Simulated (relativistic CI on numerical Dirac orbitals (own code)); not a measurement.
# Radial parameters of Os XI

Method of calculation: Dirac-Coulomb-Breit CI, KLI orbitals optimised for each configuration, model QED (radiative potential, 1s self-energy scaled to tabulated hydrogen-like ionisation energies), unscaled Slater integrals (own radial code, finite nucleus).

Slater integrals F^k, G^k are unscaled and averaged over j, outside the closed core [Kr] 4d10; ζ comes from projecting the Hamiltonian with its Breit term on Σ l·s of the shell.

- 4f¹⁴5s²5p⁴: F^2(5p,5p) = 100630, ζ(5p) = 79205 cm⁻¹; <r>(5p) = 1.065, <r^2>(5p) = 1.269 (bohr units).
- 4f¹³5s²5p⁵: ζ(4f) = 6208.9, F^2(4f,5p) = 74647, G^2(4f,5p) = 29039, G^4(4f,5p) = 24744, ζ(5p) = 81555 cm⁻¹; <r>(4f) = 0.5309, <r^2>(4f) = 0.3395, <r>(5p) = 1.055, <r^2>(5p) = 1.244 (bohr units).
- 4f¹⁴5s5p⁵: G^1(5s,5p) = 131150, ζ(5p) = 78799 cm⁻¹; <r>(5s) = 0.9582, <r^2>(5s) = 1.024, <r>(5p) = 1.065, <r^2>(5p) = 1.268 (bohr units).

Averages of the first 10 configurations, taken without configuration mixing, which lowers the lowest level and can move excited configurations by several eV; other configurations of the list can lie among them:

```csv
Configuration,Parity,States,Average energy above the lowest level (eV)
4f¹⁴5s²5p⁴,even,15,11.5
4f¹³5s²5p⁵,even,84,26.5
4f¹⁴5s5p⁵,odd,12,59.5
4f¹⁴5s²5p³5d,odd,200,69.9
4f¹⁴5s5p⁴5d,even,300,116.1
4f¹⁴5s²5p³5f,even,280,124.5
4f¹³5s²5p⁴5d,odd,2100,85.5
4f¹⁴5s²5p³6s,odd,40,99.0
4f¹⁴5s²5p³5g,odd,360,156.5
4f¹⁴5p⁶,even,1,112.1
```
